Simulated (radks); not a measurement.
Task: The table gives one normalised radial function P(r) = r R(r) of Eu+ in [Xe] 4f7 6s1 (r in bohr). Calculated with a radial shooting solver on a logarithmic mesh with Libxc functionals: scalar-relativistic Kohn-Sham, PBEsol, spin-polarised, spherical densities, point nucleus; open shells are filled with parallel spins first (spin-orbit coupling, left out, can overturn this in heavy ions).

r           P
0.002004   0.0718
0.002333   0.0803
0.002716   0.0894
0.003162   0.0990
0.003681   0.1091
0.004285   0.1193
0.004989   0.1294
0.005808   0.1390
0.006761   0.1475
0.007871   0.1540
0.009237   0.1580
0.01075    0.1577
0.01252    0.1522
0.01457    0.1402
0.01697    0.1203
0.01975    0.0915
0.02299    0.0531
0.02677    0.0055
0.03116   -0.0497
0.03628   -0.1093
0.04223   -0.1676
0.04956   -0.2190
0.0577    -0.2483
0.06717   -0.2483
0.07819   -0.2104
0.09103   -0.1310
0.106     -0.0146
0.1234     0.1233
0.1436     0.2555
0.1672     0.3469
0.1946     0.3625
0.2284     0.2728
0.2659     0.0903
0.3096    -0.1494
0.3604    -0.3802
0.4195    -0.5242
0.4884    -0.5187
0.5686    -0.3430
0.6619    -0.0297
0.7706     0.3451
0.8971     0.6889
1.044      0.9242
1.226      1.0109
1.427      0.9461
1.661      0.7802
1.934      0.5708
2.251      0.3705
2.621      0.2121
3.051      0.1063
3.552      0.0460
4.135      0.0168
4.814      0.0050
5.649      0.0011
6.576      0.0002
7.656      0.0000
8.912      0.0000
10.38      0.0000
12.08      0.0000

Which n and l does it have? It may be an empty orbital.

Result: n = 5, l = 0: the number of nodes gives n - l - 1 = 4, the rise at small r (about r^(l+1), flatter next to the nucleus through relativity) gives l, and the extent must fit the shell. The curve is that of 5s up; the table hardly tells the two spins apart. 5s up: eigenvalue -51.955 eV, 4 radial nodes at r = 0.0272, 0.108, 0.282, 0.670 bohr, <r> = 1.37 bohr, 90 % of the charge inside 1.98 bohr.
